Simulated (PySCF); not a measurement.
**HBr and its ions**

TPSSh; basis H def2-TZVPPD, Br def2-TZVPPD; no relativity; PySCF 2.14. Neutral (UKS): singlet (closed shell), Re = 1.422 Å, ωe = 2642 cm⁻¹, De = 4.10 eV, HOMO -8.10 eV, LUMO -0.84 eV.

HBr⁺ (UKS): doublet (π ↑), Re = 1.456 Å, ωe = 2427 cm⁻¹, De = 4.21 eV to H + Br⁺. The energies at the minima are -2574.67393 hartree for HBr and -2574.24287 for HBr⁺.

(1) Work out the adiabatic ionisation energy, without and with harmonic zero-point energies (1 hartree = 27.2114 eV, 1 eV = 8065.5 cm⁻¹), and the change of the bond length.

Spin–orbit coupling is left out. For an ion De counts to the pair picked by the measured ionisation energies or electron affinities, which need not be the lowest pair at this level. States were picked by a PBE0 search and need not be the measured ground states.

Answers

(1) At TPSSh: 0.43106 hartree = 11.730 eV between the minima; the zero-point term (2427.0 − 2642.0)/2 cm⁻¹ = -0.013 eV makes it 11.716 eV. Re changes by +3.4 pm against the neutral. Minus the HOMO energy is 8.10 eV, -3.63 eV from the value between the minima; self-interaction puts the Kohn–Sham level too high, less so with exact exchange. The electron leaves a π orbital, which is non-bonding in a hydride.
